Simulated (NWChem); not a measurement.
# A calculation on CH4Al (+1)

SMILES: [CH3][AlH+]
```xyz
6

Al     0.3971     0.6127     0.0000
C     -0.6437    -0.9932     0.0000
H     -0.4131    -1.5971     0.9041
H     -0.4131    -1.5971    -0.9041
H     -1.7272    -0.7456     0.0000
H      1.2537     1.9341     0.0000
```
Charge +1, spin multiplicity 1.

All runs are NWChem calculations. The geometry was optimised at PBE/def2-SVP, a minimum by its harmonic frequencies.

Symmetry labels belong to the abelian group Cs used in the runs, with the axes of the coordinates shown; states degenerate in a higher group split over its labels.

The spin multiplicity of the parent species was assumed, not shown to be that of its ground state. The structure started from a generated list of species.

Q: List the lowest 6 singlet excitations that TD-PBE/def2-SVPD gives, with oscillator strengths.

A: 
| state | symmetry | energy (eV) | wavelength (nm) | f |
|---|---|---|---|---|
| 1 | a' | 5.66 | 219 | 0.000 |
| 2 | a" | 5.66 | 219 | 0.000 |
| 3 | a' | 7.24 | 171 | 0.142 |
| 4 | a" | 7.33 | 169 | 0.000 |
| 5 | a' | 7.39 | 168 | 0.000 |
| 6 | a" | 7.39 | 168 | 0.000 |
